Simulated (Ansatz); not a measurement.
## A rate constant, worked out

An elementary step of SiN2H5Cl, singlet (SiN₂H₅Cl ([NH2][SiH]([NH2])[Cl]) → SiNH₂Cl ([NH][SiH][Cl]) + NH₃ (still joined by a long Si–N bond); Si–N, N–H broken or loosened, N–H formed or tightened). The start structure is the reactant molecule, and the electronic barrier above it is 2.294 eV by CCSD(T) at an estimated basis limit (MP2 extrapolated from triple and quadruple zeta, plus CCSD(T) − MP2 in triple zeta). Computed with Ansatz 0.2.0 (basis: def2-TZVPP and def2-QZVPP); correlated methods freeze the cores. Extrapolation: Hartree–Fock as exp(−7.88 √X), correlation as X^−2.97. Harmonic wavenumbers at PBE0-D4/def2-TZVP (Ansatz 0.2.0), in cm⁻¹:

Start: 209, 218, 267, 307, 335, 399, 440, 514, 748, 780, 836, 892, 906, 965, 1570, 1577, 2238, 3604, 3619, 3702, 3721.

Saddle: 1269i, 182, 247, 358, 398, 481, 566, 690, 723, 822, 869, 884, 917, 1074, 1430, 1554, 1975, 2235, 3535, 3631, 3697.

Problem. Work out the transition-state-theory rate constant at 300 K from these numbers alone (harmonic vibrations; rotation, path degeneracy and anharmonicity left out), and the Wigner tunnelling factor. Use 1 cm⁻¹ = 1.2398 × 10⁻⁴ eV and k_B = 8.617 × 10⁻⁵ eV/K.

Solution. Zero-point energies, half the sums: start 27847/2 cm⁻¹ = 1.7263 eV; saddle, real modes only, 26268/2 cm⁻¹ = 1.6284 eV.
Barrier with zero-point energy: 2.294 + 1.6284 − 1.7263 = 2.1961 eV.
k_BT = 0.02585 eV, so the barrier is 84.95 k_BT.
Vibrational partition functions from the zero-point level, ln q = −Σ ln(1 − exp(−hν/k_BT)): start 2.186, saddle 1.576.
k = (k_BT/h) exp(ln q‡ − ln q) exp(−E0/k_BT), with log₁₀(k_BT/h in s⁻¹) = 12.80: log₁₀ k = 12.80 + (-0.610 − 84.95)/2.3026 = -24.36, so k ≈ 4 × 10^(-25) s⁻¹.
Wigner factor: 1 + (hν‡/k_BT)²/24 = 1 + (6.09)²/24 = 2.54, too large for this simple formula to be trusted. A change of 1 kcal/mol (0.043 eV) in the barrier would change k by a factor of 5.4 at this temperature.

The T1 diagnostic stays at or below 0.014.

Labels in which every atom is bracketed show which atoms are joined, not bond orders.

For scale, one of the runs: CCSD(T)/def2-TZVPP, 216 basis functions, launched by `ansatz run in.yaml --threads 4 --pin off --events-out ev --progress --plain --max-ram 9574MiB`. Time: 110 s of wall clock on 4 CPU threads of an AMD EPYC; the host was shared. Peak host memory: 3.1 GiB.
